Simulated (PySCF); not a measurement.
Isomers of C5H11NOSi2, mass 157.038 u with the commonest isotopes. Theory: PBE0/pcSseg-1 in PySCF (dipole) on a GFN2-xTB geometry, gas phase. One conformer each, none proved a minimum here; rigid rotors.

**Question.** Order these by dipole moment, smallest first.
A. `[CH2:1]=[CH:2][Si@:3]([NH2:4])([C:5]#[C:6][CH3:7])[SiH2:8][OH:9]` with C1–C2–Si3–N4 -23°, C2–Si3–N4–H -45° and 180°, C2–Si3–Si8–O9 -68°, Si3–Si8–O9–H -41°
B. `[CH3:1][CH2:2][Si@@H:3]1[CH2:4][CH2:5][Si@@H:6]([C:7]#[N:8])[O:9]1` with C1–C2–Si3–C4 58°, C2–Si3–C4–C5 -141°, Si3–C4–C5–Si6 31°, C4–C5–Si6–C7 -138°, C5–Si6–O9–Si3 7°
C. `[CH:1]#[C:2][CH2:3][C@@H:4]1[CH2:5][SiH2:6][O:7][Si@H:8]1[NH2:9]` with C2–C3–C4–C5 -60°, O7–Si8–N9–H -176° and -40°, C3–C4–C5–Si6 -157°, C4–C5–Si6–O7 25°, C5–Si6–O7–Si8 -8°, Si6–O7–Si8–N9 -124°
D. `[CH:1]#[C:2][CH2:3][C:4](=[CH2:5])[SiH2:6][O:7][SiH2:8][NH2:9]` with C2–C3–C4–C5 -116°, C3–C4–Si6–O7 171°, C4–Si6–O7–Si8 176°, Si6–O7–Si8–N9 42°, O7–Si8–N9–H 179° and 40°
E. `[N:1]#[C:2]/[CH:3]=[CH:4]\[CH2:5][SiH2:6][CH2:7][O:8][SiH3:9]` with C3–C4–C5–Si6 96°, C4–C5–Si6–C7 -55°, C5–Si6–C7–O8 72°, Si6–C7–O8–Si9 -171°

**Answer.** C (1.23 D), D (1.65 D), A (3.00 D), E (3.15 D), B (5.00 D).

**Question.** Order these by out-of-plane moment Σ m c² = (Ia + Ib − Ic)/2, largest first.
A. `[CH:1]#[C:2][CH2:3][C:4](=[CH2:5])[SiH2:6][O:7][SiH2:8][NH2:9]` with C2–C3–C4–C5 -116°, C3–C4–Si6–O7 171°, C4–Si6–O7–Si8 176°, Si6–O7–Si8–N9 42°, O7–Si8–N9–H 179° and 40°
B. `[CH2:1]=[CH:2][Si@:3]([NH2:4])([C:5]#[C:6][CH3:7])[SiH2:8][OH:9]` with C1–C2–Si3–N4 -23°, C2–Si3–N4–H -45° and 180°, C2–Si3–Si8–O9 -68°, Si3–Si8–O9–H -41°
C. `[N:1]#[C:2]/[CH:3]=[CH:4]\[CH2:5][SiH2:6][CH2:7][O:8][SiH3:9]` with C3–C4–C5–Si6 96°, C4–C5–Si6–C7 -55°, C5–Si6–C7–O8 72°, Si6–C7–O8–Si9 -171°
D. `[CH:1]#[C:2][CH2:3][C@@H:4]1[CH2:5][SiH2:6][O:7][Si@H:8]1[NH2:9]` with C2–C3–C4–C5 -60°, O7–Si8–N9–H -176° and -40°, C3–C4–C5–Si6 -157°, C4–C5–Si6–O7 25°, C5–Si6–O7–Si8 -8°, Si6–O7–Si8–N9 -124°
E. `[CH3:1][CH2:2][Si@@H:3]1[CH2:4][CH2:5][Si@@H:6]([C:7]#[N:8])[O:9]1` with C1–C2–Si3–C4 58°, C2–Si3–C4–C5 -141°, Si3–C4–C5–Si6 31°, C4–C5–Si6–C7 -138°, C5–Si6–O9–Si3 7°

**Answer.** C (97.14 u·Å²), B (86.13 u·Å²), E (76.37 u·Å²), A (44.06 u·Å²), D (32.69 u·Å²).

**Question.** Order these by rotational constant C, largest first.
A. `[N:1]#[C:2]/[CH:3]=[CH:4]\[CH2:5][SiH2:6][CH2:7][O:8][SiH3:9]` with C3–C4–C5–Si6 96°, C4–C5–Si6–C7 -55°, C5–Si6–C7–O8 72°, Si6–C7–O8–Si9 -171°
B. `[CH:1]#[C:2][CH2:3][C@@H:4]1[CH2:5][SiH2:6][O:7][Si@H:8]1[NH2:9]` with C2–C3–C4–C5 -60°, O7–Si8–N9–H -176° and -40°, C3–C4–C5–Si6 -157°, C4–C5–Si6–O7 25°, C5–Si6–O7–Si8 -8°, Si6–O7–Si8–N9 -124°
C. `[CH:1]#[C:2][CH2:3][C:4](=[CH2:5])[SiH2:6][O:7][SiH2:8][NH2:9]` with C2–C3–C4–C5 -116°, C3–C4–Si6–O7 171°, C4–Si6–O7–Si8 176°, Si6–O7–Si8–N9 42°, O7–Si8–N9–H 179° and 40°
D. `[CH3:1][CH2:2][Si@@H:3]1[CH2:4][CH2:5][Si@@H:6]([C:7]#[N:8])[O:9]1` with C1–C2–Si3–C4 58°, C2–Si3–C4–C5 -141°, Si3–C4–C5–Si6 31°, C4–C5–Si6–C7 -138°, C5–Si6–O9–Si3 7°
E. `[CH2:1]=[CH:2][Si@:3]([NH2:4])([C:5]#[C:6][CH3:7])[SiH2:8][OH:9]` with C1–C2–Si3–N4 -23°, C2–Si3–N4–H -45° and 180°, C2–Si3–Si8–O9 -68°, Si3–Si8–O9–H -41°

**Answer.** A (698.7 MHz), D (627.9 MHz), B (600.8 MHz), E (533.7 MHz), C (448.7 MHz).

| SMILES | point group | Ia (u·Å²) | Ib (u·Å²) | Ic (u·Å²) | κ | μa (D) | μb (D) | μc (D) |
| --- | --- | --- | --- | --- | --- | --- | --- | --- |
| CC[Si@@H]1CC[Si@@H](C#N)O1 | C1 | 216.03 | 741.58 | 804.86 | -0.94 | 4.18 | 2.35 | 1.41 |
| C#CCC(=C)[SiH2]O[SiH2]N | C1 | 182.13 | 1032.39 | 1126.39 | -0.96 | 1.15 | 0.39 | 1.11 |
| C=C[Si@](N)(C#CC)[SiH2]O | C1 | 379.31 | 739.80 | 946.85 | -0.63 | 2.17 | 0.91 | 1.87 |
| C#CC[C@@H]1C[SiH2]O[Si@H]1N | C1 | 283.82 | 622.68 | 841.13 | -0.64 | 0.20 | 1.21 | 0.05 |
| N#C/C=C\C[SiH2]CO[SiH3] | C1 | 415.47 | 502.09 | 723.27 | 0.19 | 0.46 | 2.32 | 2.08 |
